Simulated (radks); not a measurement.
Task: The tellurium ion Te+, configuration [Kr] 4d10 5s2 5p3 (the NIST ground configuration). Method: Dirac Kohn-Sham, AM05, spin-unpolarised, spherical densities, point nucleus; open shells fill j = l - 1/2 first; computed with a radial shooting solver on a logarithmic mesh with Libxc functionals. Some entries of the table are withheld. Estimate them.

orbital,occ.,eigenvalue (eV),<r^2> (bohr^2),<r> (bohr)
1s1/2,2,(1),0.001049,0.02783
2s1/2,2,-4849.953,0.01690,0.1195
2p1/2,2,-4545.894,0.01251,0.1009
2p3/2,4,-4271.858,0.01381,0.1064
3s1/2,2,-971.7621,(2),0.3222
3p1/2,2,-846.7021,(3),0.3125
3p3/2,4,-795.6255,(4),0.3240
3d3/2,4,-574.6303,0.1031,0.2948
3d5/2,6,-563.9380,0.1055,0.2984
4s1/2,2,(5),0.6616,0.7648
4p1/2,2,-129.5936,0.7333,0.8016
4p3/2,4,-119.8274,0.7872,0.8305
4d3/2,4,-51.1762,(6),0.9643
4d5/2,6,-49.7008,(7),0.9766
5s1/2,2,-23.2798,4.664,2.032
5p1/2,2,-14.1752,6.641,2.413
5p3/2,1,-13.2353,7.193,2.512

Result: 
(1) 1s1/2 eigenvalue (eV): -31582.24
(2) 3s1/2 <r^2> (bohr^2): 0.1188
(3) 3p1/2 <r^2> (bohr^2): 0.1135
(4) 3p3/2 <r^2> (bohr^2): 0.1218
(5) 4s1/2 eigenvalue (eV): -172.6059
(6) 4d3/2 <r^2> (bohr^2): 1.093
(7) 4d5/2 <r^2> (bohr^2): 1.122
